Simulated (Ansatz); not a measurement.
CH5BOSi (`B[SiH2]C=O`), relaxed with RKS PBE0-D4/def2-TZVP in the Gaussian-basis code of Ansatz from a PBE-D4/def2-SVP geometry. The force threshold is 0.005 eV/Å; the program also tests the step.

The species carries charge 0 and has multiplicity 1.

Start:

```xyz
9

B    -0.027    1.459   -0.769
Si   -0.278   -0.514   -0.569
C     0.328   -0.848    1.289
O     1.461   -1.168    1.571
H    -0.860    2.232   -0.335
H     1.002    1.912   -1.230
H     0.556   -1.392   -1.459
H    -1.719   -0.959   -0.595
H    -0.462   -0.721    2.097
```

How much energy does the relaxation release, and in how many steps? (An estimate is asked.)

Ansatz gave: 4.65 kJ/mol, in 28 steps, 4 of them rejected.

Which bonds change most? (Estimate.)

The calculation gave: Si2–C3 from 1.982 to 1.933 Å; B1–H6 from 1.215 to 1.194 Å; B1–H5 from 1.216 to 1.196 Å; C3–H9 from 1.137 to 1.118 Å.

Give the relaxed structure. (An estimate is asked.)

Ansatz gave: 
```xyz
9

B    -0.043    1.477   -0.785
Si   -0.127   -0.510   -0.523
C     0.263   -0.896    1.330
O     1.242   -1.493    1.695
H    -0.570    2.193    0.015
H     0.506    1.988   -1.715
H     0.753   -1.339   -1.383
H    -1.556   -0.900   -0.723
H    -0.468   -0.520    2.088
```
